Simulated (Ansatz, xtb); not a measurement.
## Ranking isomers of GeH7PSi

5 gas-phase structures of GeH7PSi, found in a search over its isomers (lower ones may exist). Each was relaxed with GFN2-xTB:

A. `P[SiH2][GeH3]`, a singlet
B. `[SiH3][PH2+][GeH2-]`, a singlet
C. `[SiH3][PH][GeH3]`, a singlet
D. `[SiH3][GeH2][PH2]`, a singlet
E. `[SiH3][GeH-][PH3+]`, a singlet

Question: Which do you expect lowest at r2SCAN-D4/def2-SVP, and how would the others follow?

Answer: Calculated order at r2SCAN-D4/def2-SVP: C (0.0), D (1.4), A (2.8), E (22.3), B (24.3) kcal/mol.

Energies above the lowest of each column, in kcal/mol; the last columns are at B3LYP/6-31G* geometries and were run for some of them only (a dash: not run or not comparable):

```
structure  GFN2-xTB  HF/STO-3G  r2SCAN-D4/def2-SVP  B3LYP/6-31G*  CCSD(T)/def2-TZVP
        C       1.0        0.8                 0.0           0.4                0.0
        D       0.0        0.0                 1.4           0.0                1.0
        A       9.3        0.1                 2.8           2.1                2.8
        E      11.4       66.3                22.3             –                  –
        B       3.6       65.8                24.3             –                  –
```

CCSD(T)/def2-TZVP has C and D within 1 kcal/mol of each other at the bottom, and every level picks one of them. Flexible structures stand in one conformer each, not always the lowest. Frequencies (B3LYP/6-31G*) were run for A, C, D alone.

Over these structures GFN2-xTB departs from r2SCAN-D4/def2-SVP by 8.6 kcal/mol on average once a common shift is removed. A GFN2-xTB relaxation took about 0.078 s and the r2SCAN-D4/def2-SVP energy about 1.2 s on a shared host (Ansatz 0.2.0, xtb 6.7.1 (Pople sets with spherical d functions)).
